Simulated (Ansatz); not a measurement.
**A relaxation, step by step**

SiN2H9F, singlet, PBE0-D4/def2-TZVP (Ansatz 0.2.0). Settings:

```yaml
hamiltonian: {xc: pbe0, dispersion: d4}
relax: {f_tol: 0.005, max_steps: 200}
```

Start, a step off a saddle point along its unstable mode:

Si1  (-0.497, -0.650, 0.475)
H2  (0.961, 0.849, 0.995)
H3  (-1.526, -1.640, 0.167)
H4  (0.394, -1.277, 1.497)
N5  (-1.444, 0.739, 0.771)
H6  (1.246, 0.249, -1.110)
N7  (0.451, -0.623, -1.095)
H8  (1.234, 0.971, 0.517)
F9  (2.065, 1.139, -0.980)
H10  (-1.148, 1.647, 1.085)
H11  (-2.448, 0.624, 0.787)
H12  (-0.203, -0.505, -1.869)
H13  (0.915, -1.522, -1.240)
(Å)

```tsv
step	energy less the last (meV)	largest force component (eV/Å)
1	2070.2	11.448
3	589.5	1.392
5	138.8	0.650
7	53.9	0.680
9	17.8	0.249
11	9.3	0.214
13	5.1	0.152
15	1.5	0.041
17	0.7	0.035
19	0.5	0.009
21	0.3	0.025
23	0.2	0.011
25	0.1	0.014
27	0.0	0.018
29	0.0	0.003
```

Step 17, positions (Å) and forces (eV/Å):

```
atom       x       y       z      Fx      Fy      Fz
 Si1  -0.737  -0.977   0.207   0.014  -0.012   0.008
  H2   1.772   1.733   2.218  -0.001  -0.002   0.001
  H3  -1.911  -1.891   0.212   0.000   0.000   0.000
  H4   0.255  -1.456   1.208  -0.001   0.000   0.000
  N5  -1.351   0.596   0.381  -0.035   0.018   0.001
  H6   1.016   0.441  -1.142   0.004   0.007  -0.004
  N7   0.189  -0.981  -1.283  -0.012  -0.008   0.000
  H8   1.824   1.676   1.474   0.001   0.000  -0.002
  F9   1.404   1.304  -0.950  -0.001  -0.001   0.003
 H10  -0.737   1.396   0.368   0.007   0.000   0.002
 H11  -2.229   0.778   0.834   0.019  -0.005  -0.007
 H12  -0.346  -0.882  -2.137   0.004   0.001  -0.002
 H13   0.852  -1.737  -1.390   0.000   0.003   0.000
```

Last step (29):

| atom | x (Å) | y (Å) | z (Å) |
| --- | --- | --- | --- |
| Si1 | -0.7335 | -0.9403 | 0.2325 |
| H2 | 1.8920 | 1.4869 | 2.1895 |
| H3 | -1.8644 | -1.9066 | 0.2537 |
| H4 | 0.2574 | -1.3320 | 1.2709 |
| N5 | -1.4216 | 0.6097 | 0.3239 |
| H6 | 0.9728 | 0.5100 | -1.1443 |
| N7 | 0.2222 | -0.9605 | -1.2388 |
| H8 | 1.8835 | 1.5369 | 1.4433 |
| F9 | 1.3086 | 1.4004 | -0.9788 |
| H10 | -0.8400 | 1.4329 | 0.2836 |
| H11 | -2.3070 | 0.7737 | 0.7701 |
| H12 | -0.2970 | -0.9270 | -2.1072 |
| H13 | 0.9269 | -1.6841 | -1.2985 |

The run took about 44 s on 8 CPU threads of an Arm Neoverse V1 (shared host).
